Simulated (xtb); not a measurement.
CuF, charge -1, doublet, at a GFN2-xTB geometry (such geometries of metal compounds can be far from the true shape) (the multiplicity is a formal guess), atoms displaced at random by about 0.06 Å a coordinate; GFN2-xTB in xtb.

xtb was given this input:
```
$ xtb mol.xyz --gfn 2 --chrg -1 --uhf 1 --opt --json

# file mol.xyz
2

Cu     0.00939194     0.00434269    -0.40651163
F     -0.06222216    -0.02625363     1.17899464
```

Task: Predict the main parts of the log of this xtb run.

Result: 
```
   ID    Z sym.   atoms
    1   29 Cu     1
    2    9 F      2

           -------------------------------------------------
          |                Calculation Setup                |
           -------------------------------------------------

           -------------------------------------------------
          |                 G F N 2 - x T B                 |
           -------------------------------------------------

          ...................................................
          :                      SETUP                      :
          :.................................................:
          :  # basis functions                  14          :
          :  # atomic orbitals                  13          :
          :  # shells                            5          :
          :  # electrons                        19          :
          :  max. iterations                   250          :
          :  Hamiltonian                  GFN2-xTB          :
          :  restarted?                      false          :
          :  GBSA solvation                  false          :
          :  PC potential                    false          :
          :  electronic temp.          300.0000000     K    :
          :  accuracy                    1.0000000          :
          :  -> integral cutoff          0.2500000E+02      :
          :  -> integral neglect         0.1000000E-07      :
          :  -> SCF convergence          0.1000000E-05 Eh   :
          :  -> wf. convergence          0.1000000E-03 e    :
          :  Broyden damping             0.4000000          :
          :  net charge                         -1          :
          :  unpaired electrons                  1          :
          ...................................................

 iter      E             dE          RMSdq      gap      omega  full diag
   1     -8.7307123 -0.873071E+01  0.111E+01    4.38       0.0  T
   2     -8.7370607 -0.634841E-02  0.704E+00    4.63       1.0  T
   3     -8.7394338 -0.237310E-02  0.217E+00    4.95       1.0  T
   4     -8.7401210 -0.687209E-03  0.170E+00    5.11       1.0  T
   5     -8.7401944 -0.733945E-04  0.178E+00    5.13       1.0  T
   6     -8.7388209  0.137353E-02  0.344E+00    4.53       1.0  T
   7     -8.7386301  0.190716E-03  0.407E+00    4.42       1.0  T
   8     -8.7415074 -0.287730E-02  0.332E+00    5.30       1.0  T
   9     -8.7501523 -0.864484E-02  0.812E+00    5.55       1.0  T
  10     -8.7507448 -0.592485E-03  0.831E+00    5.56       1.0  T
  11     -8.7544315 -0.368675E-02  0.909E+00    5.65       1.0  T
  12     -8.7540310  0.400513E-03  0.903E+00    5.64       1.0  T
  13     -8.7534437  0.587281E-03  0.890E+00    5.65       1.0  T
  14     -8.7499504  0.349335E-02  0.795E+00    5.62       1.0  T
  15     -8.7428534  0.709695E-02  0.464E+00    5.48       1.0  T
  16     -8.7394220  0.343140E-02  0.288E+00    5.10       1.0  T
  17     -8.7383824  0.103966E-02  0.376E+00    4.57       1.0  T
  18     -8.7376184  0.764001E-03  0.550E+00    4.22       1.0  T
  19     -8.7370144  0.603991E-03  0.679E+00    4.02       1.0  T
  20     -8.7369225  0.918394E-04  0.696E+00    3.99       1.0  T
  21     -8.7374067 -0.484164E-03  0.606E+00    4.12       1.0  T
  22     -8.7380678 -0.661050E-03  0.473E+00    4.31       1.0  T
  23     -8.7386354 -0.567683E-03  0.341E+00    4.50       1.0  T
  24     -8.7390863 -0.450883E-03  0.226E+00    4.70       1.0  T
  25     -8.7394814 -0.395048E-03  0.153E+00    4.91       1.0  T
  26     -8.7400169 -0.535553E-03  0.178E+00    5.11       1.0  T
  27     -8.7408188 -0.801877E-03  0.273E+00    5.24       1.0  T
  28     -8.7423468 -0.152804E-02  0.418E+00    5.34       1.0  T
  29     -8.7453466 -0.299980E-02  0.618E+00    5.44       1.0  T
  30     -8.7503601 -0.501349E-02  0.834E+00    5.53       1.0  T
  31     -8.7560144 -0.565428E-02  0.958E+00    5.60       1.0  T
  32     -8.7595598 -0.354541E-02  0.945E+00    5.62       1.0  T
[...]
         :: total energy              -8.760643305285 Eh    ::
 * total energy  :    -8.7606433 Eh     change       -0.7567280E-12 Eh
 * total energy  :    -8.7606945 Eh     change       -0.5116829E-04 Eh
 * total energy  :    -8.7607518 Eh     change       -0.5736858E-04 Eh
 * total energy  :    -8.7608150 Eh     change       -0.6311097E-04 Eh
 * total energy  :    -8.9871156 Eh     change       -0.2263007E+00 Eh
 * total energy  :    -9.0571557 Eh     change       -0.7004004E-01 Eh
 * total energy  :    -9.0749527 Eh     change       -0.1779709E-01 Eh
 * total energy  :    -9.2150794 Eh     change       -0.1401266E+00 Eh
[...]
 108     -9.0621884  0.849164E-04  0.343E-01    0.05       1.0  T
 109     -9.0623608 -0.172466E-03  0.405E-01    0.03       1.0  T
 110     -9.0624361 -0.752344E-04  0.174E-01    0.03       1.0  T
 111     -9.0624401 -0.407784E-05  0.121E-01    0.04       1.0  T
 112     -9.0624173  0.228386E-04  0.116E-01    0.04       1.0  T
 113     -9.0624361 -0.188390E-04  0.143E-01    0.03       1.0  T
 114     -9.0624374 -0.126718E-05  0.252E-02    0.03       2.8  T
 115     -9.0624378 -0.390364E-06  0.177E-02    0.04       4.0  T
 116     -9.0624362  0.157702E-05  0.307E-02    0.03       2.3  T
 117     -9.0624379 -0.168718E-05  0.270E-02    0.03       2.6  T
 118     -9.0624378  0.105931E-06  0.700E-03    0.04      10.1  T
 119     -9.0624377  0.620846E-07  0.914E-03    0.03       7.7  T
 120     -9.0624378 -0.711425E-07  0.728E-03    0.03       9.7  T
 121     -9.0624378  0.110351E-07  0.196E-03    0.04      36.0  T
 122     -9.0624378 -0.538308E-08  0.426E-04    0.04     166.1  T
 123     -9.0624378 -0.443569E-09  0.218E-04    0.04     324.9  T

   *** convergence criteria satisfied after 123 iterations ***

         #    Occupation            Energy/Eh            Energy/eV
      -------------------------------------------------------------
         1        2.0000           -1.2932289             -35.1905
       ...           ...                  ...                  ...
         4        2.0000           -0.9208552             -25.0577
         5        2.0000           -0.7347127             -19.9925
         6        2.0000           -0.7343710             -19.9833
         7        2.0000           -0.7254684             -19.7410
         8        2.0000           -0.7189587             -19.5639
         9        2.0000           -0.7186677             -19.5559
        10        0.6169           -0.6859965             -18.6669 (HOMO)
        11        0.2926           -0.6847055             -18.6318 (LUMO)
        12        0.0905           -0.6833513             -18.5949
        13                          0.0000159               0.0004
      -------------------------------------------------------------
                  HL-Gap            0.0012910 Eh            0.0351 eV
             Fermi-level           -0.6938726 Eh          -18.8812 eV

         :::::::::::::::::::::::::::::::::::::::::::::::::::::
         ::                     SUMMARY                     ::
         :::::::::::::::::::::::::::::::::::::::::::::::::::::
         :: total energy              -9.055250406019 Eh    ::
         :: gradient norm              0.205230746036 Eh/a0 ::
         :: HOMO-LUMO gap              0.035130059174 eV    ::
         ::.................................................::
         :: SCC energy                -9.062437813291 Eh    ::
         :: -> isotropic ES           -1.962777078335 Eh    ::
         :: -> anisotropic ES          0.013256389488 Eh    ::
ERROR STOP

Error termination. Backtrace:
         :: -> anisotropic XC         -0.128720921439 Eh    ::
         :: -> dispersion             -0.000214907181 Eh    ::
         :: repulsion energy           0.007187407272 Eh    ::
         :: add. restraining           0.000000000000 Eh    ::
         :: total charge              -0.999999999911 e     ::
         :::::::::::::::::::::::::::::::::::::::::::::::::::::

last geometry written to: xtblast.xyz

########################################################################
[ERROR] Program stopped due to fatal error
-7- Geometry optimization failed
-6- xtb_geoopt: Trying to recover from failed geometry optimization
-5- xtb_geoopt: Geometry optimization did not converge
-4- optimizer_ancopt: Could not relax/optimize structure
-3- optimizer_relax: SCF not converged, aborting...
-2- xtb_calculator_singlepoint: Electronic structure method terminated
-1- scf: Self consistent charge iterator did not converge
########################################################################

abnormal termination of xtb
```

The run did not converge; its last values are not results.
